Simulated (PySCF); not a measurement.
Which level of theory gave which numbers?

Species: C2H9B2N.
Geometry (PBE0-D3(BJ)/def2-SVP, Å), atoms numbered from 1 in this order:
```xyz
14
C2H9B2N angstrom
B      2.4657    0.2158    0.9137
N      1.1013    0.1665    0.5402
B      0.4928    0.8290   -0.5683
C     -1.0418    0.7108   -0.8798
C     -1.8901   -0.1721    0.0263
H      2.8341   -0.3955    1.8910
H      3.2335    0.8699    0.2505
H      0.4882   -0.3958    1.1254
H      1.2125    1.5012   -1.2730
H     -1.4354    1.7458   -0.9008
H     -1.1283    0.3906   -1.9360
H     -2.9524   -0.1682   -0.2617
H     -1.5559   -1.2225    0.0001
H     -1.8452    0.1594    1.0773
```

The closed-shell ground state was solved 7 times with PySCF (density fitting, gas phase), always in the pcSseg-1 basis (130 functions), with these functionals: B97-2, BHandHLYP, BLYP, HF, LC-wPBE, LDA and mPW1PW91.

```json
{"row": "P", "total energy (Eh)": "-186.0191", "HOMO (eV)": "-7.14", "LUMO (eV)": "-1.81", "dipole (D)": "1.67"}
{"row": "Q", "total energy (Eh)": "-184.8326", "HOMO (eV)": "-12.01", "LUMO (eV)": "2.77", "dipole (D)": "1.35"}
{"row": "R", "total energy (Eh)": "-185.9978", "HOMO (eV)": "-11.43", "LUMO (eV)": "1.33", "dipole (D)": "1.54"}
{"row": "S", "total energy (Eh)": "-184.3153", "HOMO (eV)": "-7.29", "LUMO (eV)": "-2.26", "dipole (D)": "1.79"}
{"row": "T", "total energy (Eh)": "-186.0570", "HOMO (eV)": "-8.37", "LUMO (eV)": "-0.94", "dipole (D)": "1.58"}
{"row": "U", "total energy (Eh)": "-186.0125", "HOMO (eV)": "-9.95", "LUMO (eV)": "0.14", "dipole (D)": "1.48"}
{"row": "V", "total energy (Eh)": "-186.0769", "HOMO (eV)": "-8.65", "LUMO (eV)": "-0.96", "dipole (D)": "1.58"}
```

Task: Which functional belongs to which row?

Result: P = BLYP, Q = HF, R = LC-wPBE, S = LDA, T = B97-2, U = BHandHLYP, V = mPW1PW91. By rising HOMO–LUMO gap: LDA (LDA) 5.03 eV; BLYP (GGA) 5.33 eV; B97-2 (global hybrid, 21 % exact exchange) 7.43 eV; mPW1PW91 (global hybrid, 25 % exact exchange) 7.69 eV; BHandHLYP (global hybrid, 50 % exact exchange) 10.09 eV; LC-wPBE (range-separated hybrid) 12.76 eV; HF (all exact exchange) 14.78 eV. Total energies of different functionals aren't bounds to one another; each is stationary for its own functional.

One conformer stands for the species.
